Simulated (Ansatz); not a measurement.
The first iterations of a band of CH9NOSiSn (14 atoms, charge 0, multiplicity 1).

The calculation used RKS PBE0/def2-SVP (Ansatz 0.2.0).

- movable images: 5
- climbing image: yes
- spring: 2.0 to 10.0 eV/Å², energy-weighted
- optimiser: quadratic models (default)
- start path: through a guess of the saddle point
- force threshold: 0.03 eV/Å
- iteration limit: 59
- end points: relaxed

Image 0:

```xyz
14
Properties=species:S:1:pos:R:3
C -1.553 0.367 1.516
Sn -0.523 1.122 -0.187
O 0.938 2.219 0.609
N 0.307 -0.376 -1.298
Si 1.179 -1.767 -0.747
H -1.702 1.184 2.235
H -0.943 -0.418 1.983
H -2.526 -0.050 1.224
H -1.406 2.070 -1.317
H 1.629 2.433 -0.028
H 0.269 -0.218 -2.302
H 0.655 -3.038 -1.344
H 1.016 -1.832 0.738
H 2.648 -1.726 -1.054
```

Image 6:

```xyz
14
Properties=species:S:1:pos:R:3
C -1.577 0.353 1.499
Sn -0.566 1.093 -0.222
O 0.847 2.268 0.549
N 0.324 -0.406 -1.285
Si 1.254 -1.740 -0.693
H -1.011 -0.494 1.910
H -2.593 0.023 1.241
H -1.628 1.153 2.250
H -1.477 1.973 -1.383
H 1.532 2.491 -0.091
H 0.288 -0.275 -2.293
H 0.801 -3.048 -1.270
H 1.070 -1.783 0.791
H 2.725 -1.636 -0.974
```

| iteration | highest image above the first end (eV) | largest band force component (eV/Å) |
| --- | --- | --- |
| 1 | 49.719 | 115.555 |
| 2 | 16.250 | 44.989 |
| 3 | 6.572 | 17.954 |
| 4 | 2.243 | 6.339 |
| 5 | 0.593 | 2.471 |
| 6 | 0.233 | 3.856 |
| 7 | 0.164 | 0.955 |
| 8 | 0.124 | 0.430 |
| 9 | 0.089 | 2.413 |
| 10 | 0.162 | 2.055 |
| 11 | 0.105 | 0.587 |
| 12 | 0.217 | 1.953 |

Q: Does the band converge within its limit, and where does its top end?

A: It converged. It ended after 36 iterations with the highest image 0.002 eV above the first end. The top lies less than 8 meV above the higher end, about what the thresholds resolve: the motion is nearly free. The order of the stationary point at the top wasn't checked.

Run time: 12 min on 2 threads of Intel(R) Xeon(R) Platinum 8488C (Sapphire Rapids) (shared host), peak memory 0.4 GiB.
